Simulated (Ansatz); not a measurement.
Reaction (cleavage of the Ge–Al bond): `[SiH3][AlH][GeH3]` + `[SiH3][SeH]` → `[SiH3][Se][GeH3]` + `[AlH2][SiH3]`

Gas-phase electronic energies from Ansatz, PBE0-D4/def2-TZVP geometries. CBS: MP2 limit from def2 TZ/QZ plus the TZ coupled-cluster correction, frozen cores. This one scheme is used for every species. For Ge, Se outer-core shells are correlated without core-valence functions, which leaves a few kJ/mol of doubt a bond. Scalar relativity is left out up to krypton.

| species | HF/def2-TZVPP energy (Eh) |
| --- | --- |
| `[SiH3][AlH][GeH3]` | -2610.29051 |
| `[SiH3][SeH]` | -2691.13675 |
| `[SiH3][Se][GeH3]` | -4767.69130 |
| `[AlH2][SiH3]` | -533.75097 |

Problem. Work out ΔE.

Solution. ΔE = (-4767.69130) + (-533.75097) − (-2610.29051) − (-2691.13675) = -0.01501 Eh = -39.4 kJ/mol. CCSD(T)/CBS gives -29.4 kJ/mol.

Largest T1 diagnostic among the species: 0.013.

Leaving LDA and LC-ωPBE aside and taking each functional with its dispersion term where it has one, the values, not all of them listed here, spread over 14.3 kJ/mol, from B97M-V to PBE-D4. The D4 term adds −5.4 kJ/mol with B3LYP and −2.7 kJ/mol with PBE0; it sums over pairs of atoms, weighted by their polarisabilities, and B3LYP, whose exchange is more repulsive, gets the larger term. From BLYP to BHLYP (50 % exact exchange), in def2-TZVPP and without D4, ΔE moves by −9.5 kJ/mol.

B3LYP here is the variant with VWN-RPA as its local correlation; programs differ in this.
